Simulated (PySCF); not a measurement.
Molecule: `OC1CCCCC1`, C6H12O.

Molfile (atoms numbered from 1):
```
C6H12O
     RDKit          3D

 19 19  0  0  0  0  0  0  0  0999 V2000
    2.4336    0.7614   -0.0330 O   0  0  0  0  0  0  0  0  0  0  0  0
    1.1241    0.3575    0.2804 C   0  0  0  0  0  0  0  0  0  0  0  0
    0.0752    1.2468   -0.3800 C   0  0  0  0  0  0  0  0  0  0  0  0
   -1.3451    0.8140   -0.0309 C   0  0  0  0  0  0  0  0  0  0  0  0
   -1.5794   -0.6546   -0.3711 C   0  0  0  0  0  0  0  0  0  0  0  0
   -0.5389   -1.5494    0.2952 C   0  0  0  0  0  0  0  0  0  0  0  0
    0.8794   -1.1105   -0.0548 C   0  0  0  0  0  0  0  0  0  0  0  0
    2.5444    0.6684   -0.9858 H   0  0  0  0  0  0  0  0  0  0  0  0
    1.0394    0.4796    1.3755 H   0  0  0  0  0  0  0  0  0  0  0  0
    0.2176    1.1901   -1.4767 H   0  0  0  0  0  0  0  0  0  0  0  0
    0.2593    2.2941   -0.0931 H   0  0  0  0  0  0  0  0  0  0  0  0
   -1.5143    0.9672    1.0503 H   0  0  0  0  0  0  0  0  0  0  0  0
   -2.0773    1.4538   -0.5490 H   0  0  0  0  0  0  0  0  0  0  0  0
   -2.5959   -0.9605   -0.0756 H   0  0  0  0  0  0  0  0  0  0  0  0
   -1.5220   -0.7862   -1.4670 H   0  0  0  0  0  0  0  0  0  0  0  0
   -0.6711   -1.5045    1.3914 H   0  0  0  0  0  0  0  0  0  0  0  0
   -0.6939   -2.6025    0.0112 H   0  0  0  0  0  0  0  0  0  0  0  0
    1.0497   -1.2489   -1.1402 H   0  0  0  0  0  0  0  0  0  0  0  0
    1.6307   -1.7280    0.4623 H   0  0  0  0  0  0  0  0  0  0  0  0
  1  2  1  0
  2  3  1  0
  3  4  1  0
  4  5  1  0
  5  6  1  0
  6  7  1  0
  7  2  1  0
  1  8  1  0
  2  9  1  0
  3 10  1  0
  3 11  1  0
  4 12  1  0
  4 13  1  0
  5 14  1  0
  5 15  1  0
  6 16  1  0
  6 17  1  0
  7 18  1  0
  7 19  1  0
M  END
```

Spin–spin couplings on one PBE0-D3(BJ)/def2-SVP geometry, PySCF, gas phase, non-relativistic, equivalent pairs averaged (without the spin–dipole term); isotopes ¹³C; functional B3LYP.

Reference values (Hz): ¹J(C2,C3) = 35.8 (measured; liquid or solution; F. J. Weigert, PhD thesis, Caltech 1968 (Carbon-13 magnetic resonance spectroscopy)); ¹J(C3,C4) = 33.0 (measured; liquid or solution; F. J. Weigert, PhD thesis, Caltech 1968 (Carbon-13 magnetic resonance spectroscopy)).

Q: How do the couplings (Hz) change with the basis set? Times are CPU seconds on shared hosts with different chips, so compare them loosely. Far from the basis limit: 6-31G*, pcJ-0, 6-31G-J, def2-TZVP.

A: 
```tsv
basis set	functions	¹J(C2,C3)	¹J(C3,C4)	mean abs. error	core-s
6-31G*	122	50.9	46.3	14.2	20
pcJ-0	127	25.5	24.7	9.3	17
6-31G-J	132	34.9	33.3	0.6	20
def2-TZVP	289	34.5	31.8	1.3	78
pcJ-1	309	35.8	33.5	0.2	130
```

Errors compare magnitudes, without vibrational corrections, and the largest couplings weigh most in the mean. Closest: pcJ-1; furthest: 6-31G*.

The Fermi-contact term samples the wavefunction at the nucleus, which is why sets with added tight s functions (names with J) are made for couplings. Agreement of an ordinary basis with the reference is then largely a cancellation of errors.
